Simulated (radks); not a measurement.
Coherent X-ray form factor from a spherical all-electron density. All-electron calculation, scalar-relativistic Kohn-Sham, PBEsol, spin-polarised, spherical densities, finite nucleus; Fermi nuclear charge, rms radius of each element as measured or else 0.836 A^(1/3) + 0.57 fm. Program: a radial shooting solver on a logarithmic mesh with Libxc functionals.

sin(theta)/lambda (1/angstrom),f0 (electrons)
0.05,55.858
0.1,55.434
0.15,54.740
0.2,53.792
0.25,52.611
0.3,51.225
0.4,47.958
0.5,44.251
0.6,40.363
0.8,32.897
1,26.737
1.25,21.325
1.5,17.969
2,14.226

The species is in the configuration that NIST lists as its ground one. Which atom or ion scatters so?

Answer. The osmium ion Os20+, [Kr] 4d10 4f10. Extrapolating in s^2 from the first two rows gives f0(0) = 56.0, near the electron count 56; among species with that count, the fall with angle is slower the higher Z, and the table is that of Z = 76; from so few rows the species is fixed only to a neighbour or two.
